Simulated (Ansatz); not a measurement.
CH3GaO2, relaxed with RKS PBE0-D4/def2-TZVP in Ansatz from a PBE-D4/def2-SVP geometry. The force threshold is 0.005 eV/Å; the program also tests the step.

Total charge 0; spin multiplicity 1. The bonds changed during the relaxation, so this is another structure than the one it started from.

Start:

```xyz
7

O     0.655   -0.946   -2.476
Ga    0.884    0.508   -1.411
C    -0.432    0.550    1.532
O    -0.840   -0.582    1.389
H     0.192   -1.774   -2.257
H    -1.033    1.460    1.229
H     0.574    0.785    1.993
```

By how much does the energy fall, and how many steps does the optimiser take? (Estimate.)

Ansatz gave: 0.17 eV, in 52 steps, 12 of them rejected.

Which bonds change most? (An estimate is asked.)

The calculation gave: C3–H7 from 1.131 to 1.105 Å; C3–H6 from 1.131 to 1.106 Å; O1–H5 from 0.974 to 0.960 Å; C3–O4 from 1.212 to 1.201 Å.

Give the relaxed structure. (An estimate is asked.)

Ansatz gave: 
```xyz
7

O     0.509   -1.067   -2.378
Ga    0.238    0.650   -1.847
C    -0.309    0.555    1.495
O    -0.076   -0.292    0.677
H     0.478   -1.770   -1.726
H    -0.383    1.624    1.220
H    -0.457    0.300    2.559
```
